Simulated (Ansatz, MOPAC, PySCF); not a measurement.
Complex: H2S (SMILES S) (first 3 atoms) with HI (SMILES I); geometry from B3LYP-D3(BJ)/def2-TZVP, rigid monomers moved along the line of their centres of mass till S1···H5 is 2.23 Å.
(charge 0, multiplicity 1):
```xyz
5

S     -0.09462     0.07228     0.10212
H      0.05623     1.40178     0.21974
H     -1.39045     0.12643     0.45125
I      0.72859    -0.18241     3.86452
H      0.45088    -0.15822     2.25502
```

Monomers are frozen at their geometry in the pair; levels with a basis set take the counterpoise correction. Rows marked so take none.

Frozen-core correlation. Filled d and f shells under p-block atoms count as core. CBS(a, b) extrapolates the correlation energy as X⁻³ and adds the Hartree–Fock energy of set b. Rows in LANL2DZ carry no dispersion term and start afresh at each structure. LANL2DZ brings its own core potentials from Na on. The state reached by AM1 isn't checked.

Programs: Ansatz (Gaussian basis) for Hartree–Fock, density functionals and correlated methods; MOPAC for AM1 (differences of heats of formation); PySCF for LANL2DZ rows, the dispersion terms.  In def2 rows elements past Kr take small-core potentials, without spin–orbit coupling.

| level | interaction energy (meV) |
|---|---|
| AM1 | -109.8 |
| r2SCAN/def2-TZVPPD | -109.8 |
| B3LYP/LANL2DZ (no counterpoise) | -39.8 |
| PBE0/def2-TZVPPD | -87.3 |
| PBE0-D4/def2-TZVPPD | -130.3 |
| wB97M-V/def2-TZVPPD | -45.0 |
| SCS-MP2/def2-TZVPPD | 7.0 |
| CCSD/def2-TZVPPD | … |
| CCSD(T)/CBS(def2-TZVPPD, def2-QZVPPD) | … |

**Question.** Some entries are withheld; supply them.

**Answer.** 
- CCSD/def2-TZVPPD, interaction energy (meV): 25.7
- CCSD(T)/CBS(def2-TZVPPD, def2-QZVPPD), interaction energy (meV): -49.3

Ansatz is a quantum-chemistry and plane-wave program.
